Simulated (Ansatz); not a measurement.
Li₃PS₄. The state is a triplet with charge 0. Geometry r2SCAN-D4/def2-SVP, that of the neutral singlet; atoms count from 1.

```xyz
8

Li    2.055    0.278    0.736
Li   -1.915   -0.494    0.963
Li    0.210   -1.371   -0.991
P    -0.315    1.354   -0.890
S    -1.762   -0.115   -1.346
S     1.517    0.523   -1.534
S     0.313   -1.141    1.583
S    -0.103    0.966    1.480
```

At PBE0-D4/def2-TZVP a singlet of charge 0 lies 2.91 eV below the triplet at the same geometry. Another isomer (singlet) lies 0.18 eV lower at PBE0-D4/def2-TZVP; other spin states weren't run for this one.

Q: Estimate the Mulliken populations from the PBE0/def2-TZVP orbitals of Ansatz.

A: 
```csv
atom,charge (e),spin (α − β)
Li1,0.69,0.02
Li2,0.69,0.02
Li3,0.65,0.03
P4,0.13,0.95
S5,-0.58,0.19
S6,-0.58,0.19
S7,-0.67,0.21
S8,-0.34,0.40
```
Mulliken values and Mayer orders depend strongly on the basis.

Q: Where does the spin sit?

A: Summed by element: Li 0.07, P 0.95, S 0.99, of 2 unpaired in all. Largest on single atoms: P4 0.95, S8 0.40, S7 0.21.

Q: And the Mayer bond orders between bonded heavy atoms (over 0.3)?

A: P4–S5 1.27 (2.11 Å); P4–S6 1.27 (2.11 Å); P4–S8 0.54 (2.41 Å); S7–S8 1.03 (2.15 Å).
